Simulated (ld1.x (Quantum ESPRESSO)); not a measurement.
## Varying the ultrasoft potential for arsenic

Base potential:

arsenic (As), ultrasoft, made with ld1.x (Quantum ESPRESSO) 7.5 (PBE, scalar-relativistic). Core [Ne], reference 3s2 3p6 3d10 4s1.75 4p3.25. Waves: 3s (bound): rcut 1.10, rcutus 1.20 bohr; 4s (bound): rcut 1.10, rcutus 1.20 bohr; 3p (bound): rcut 0.90, rcutus 1.20 bohr; 4p (bound): rcut 0.90, rcutus 1.20 bohr; 3d (bound): rcut 0.70, rcutus 0.90 bohr; 3d channel at -2.3 Ry: rcut 0.70, rcutus 0.90 bohr. Local part: all-electron potential smoothed inside 0.90 bohr (lloc = -1). Core correction: Bessel-smoothed model core, default radius (core density twice the valence density). Augmentation charge: built from norm-conserving waves at rcut, not smoothed further.

Cutoffs, loose and tight: the cutoffs (Ry, on a coarse ladder) from which the occupation-weighted sum of valence levels, in a spherical-Bessel basis at the reference potential, stays within 10 and 1 mRy of its value at 400 Ry. They do not see the model core or the augmentation charge, which bear on the density cutoff. Test errors are all-electron minus pseudo excitation energies from the reference, over the configurations 3s2 3p6 3d10 4s2 4p3; 3s2 3p6 3d10 4s2 4p2; 3s2 3p6 3d10 4s2 4p1; 3s1 3p6 3d10 4s2 4p3; 3s2 3p6 3d10 4s2 4p2.5; 3s2 3p6 3d10 4s0 4p5; 3s2 3p6 3d10 4s2 4p3.3. A dash means not determined; rows that change the core or the reference have their own tests. The largest error is taken over the tests solved by every variant that gives reliable tests at all: 3s2 3p6 3d10 4s2 4p1; 3s2 3p6 3d10 4s2 4p2; 3s2 3p6 3d10 4s2 4p3.

Cutoffs are not given where the Bessel-basis levels miss the radial ones by over 6 mRy, ghosts where they miss by over 20 mRy; a channel whose overlap is not positive is not tested.

A file whose overlap is not positive is unfit for use, and its test errors describe a broken file.

| change | outcome | bound ghosts | largest test error (meV) |
| --- | --- | --- | --- |
| base | generated, overlap not positive | not determined (overlap not positive) | -2154 |
| wave 3d channel at -2.3 Ry: rcut 0.70, rcutus 0.90 bohr becomes 3d channel at -2.86 Ry: rcut 0.70, rcutus 0.90 bohr | generated, overlap not positive | not determined (overlap not positive) | -2155 |
| wave 3d channel at -2.3 Ry: rcut 0.70, rcutus 0.90 bohr becomes 3d channel at -2.73 Ry: rcut 0.70, rcutus 0.90 bohr | generated, overlap not positive | not determined (overlap not positive) | -2153 |
| wave 3d channel at -2.3 Ry: rcut 0.70, rcutus 0.90 bohr becomes 3d channel at -2.5 Ry: rcut 0.70, rcutus 0.90 bohr | generated, overlap not positive | not determined (overlap not positive) | -2153 |
| wave 3d channel at -2.3 Ry: rcut 0.70, rcutus 0.90 bohr becomes 3d channel at -2.17 Ry: rcut 0.70, rcutus 0.90 bohr | generated, overlap not positive | not determined (overlap not positive) | -2155 |
| wave 3d channel at -2.3 Ry: rcut 0.70, rcutus 0.90 bohr becomes 3d channel at -1.56 Ry: rcut 0.70, rcutus 0.90 bohr | generated, overlap not positive | not determined (overlap not positive) | -2155 |
| wave 3d channel at -2.3 Ry: rcut 0.70, rcutus 0.90 bohr becomes 3d channel at 0.54 Ry: rcut 0.70, rcutus 0.90 bohr | generated, overlap not positive | not determined (overlap not positive) | -2155 |
| wave 3d channel at -2.3 Ry: rcut 0.70, rcutus 0.90 bohr becomes 3d channel at 2.04 Ry: rcut 0.70, rcutus 0.90 bohr | generated, overlap not positive | not determined (overlap not positive) | -2155 |
